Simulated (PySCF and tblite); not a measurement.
The numbers below are computed, except where a source is named.
C₁₀H₈F₂O₂, numbered as in [CH3:1][O:2][c:3]1[cH:4][cH:5][c:6]2[o:7][c:8]([CH:9]([F:10])[F:11])[cH:12][c:13]2[cH:14]1.

The ensemble was built from 90 distance-geometry starts (ETKDG and KDG, MMFF94s, GFN2-xTB) and rests on GFN2-xTB geometries. Energies: PBE0-D3(BJ)/def2-SVP, with GFN2-xTB thermal terms (modes under about 100 cm⁻¹ blended into free rotors). Symmetry numbers and mirror images are counted. Conformers within 2.5 kcal/mol (GFN2-xTB free energy) were kept, 3 at most. GIAO shieldings: wB97X-D/6-31G*. Shifts are against CFCl3 (¹⁹F) at the same level. Codes: tblite and PySCF.

Torsions listed: C1–O2–C3–C4, O7–C8–C9–F10.

```json
{"conformer": "1", "shape": "180°, 121°", "symmetry": "Cs", "E(GFN2) kcal/mol": "0.00", "E(DFT) kcal/mol": "0.01"}
{"conformer": "2", "shape": "180°, -61°", "symmetry": "Cs", "E(GFN2) kcal/mol": "2.08", "E(DFT) kcal/mol": "0.00"}
{"conformer": "3", "shape": "0°, 121°", "symmetry": "Cs", "E(GFN2) kcal/mol": "0.69", "E(DFT) kcal/mol": "0.91"}
```

Task: How much do the weights at 298.15 K and the averaged shift of F10/F11 depend on how the conformers are weighted?

Result: 
| weighting | 1 (%) | 2 (%) | 3 (%) | δ (ppm) | rms dipole (D) |
| --- | --- | --- | --- | --- | --- |
| DFT energy with thermal terms, symmetry and mirror images (full scheme) | 46 | 44 | 10 | -115.7 | 3.21 |
| DFT energy with symmetry and mirror images | 45 | 45 | 10 | -115.8 | 3.23 |
| bare DFT energy | 45 | 45 | 10 | -115.8 | 3.23 |
| GFN2-xTB energy with symmetry and mirror images | 75 | 2 | 23 | -112.6 | 2.62 |
| GFN2-xTB free energy | 74 | 2 | 24 | -112.6 | 2.62 |
| leading conformer alone | 100 | 0 | 0 | -112.4 | 2.26 |
| equal weights | 33 | 33 | 33 | -115.0 | 3.27 |
| full scheme, search stopped after three starts | 82 | 0 | 18 | -112.4 | 2.51 |

The largest departure from the full scheme, 3.3 ppm, comes with: leading conformer alone.

Unscaled ¹⁹F shifts at such levels can be off by tens of ppm; differences between conformers or isomers are more reliable. For its torsions the set is small; conformers may be missing.


Conformer gaps in def2-SVP on xTB geometries can be 2 kcal/mol too large for S=O, P=O and other polar bonds.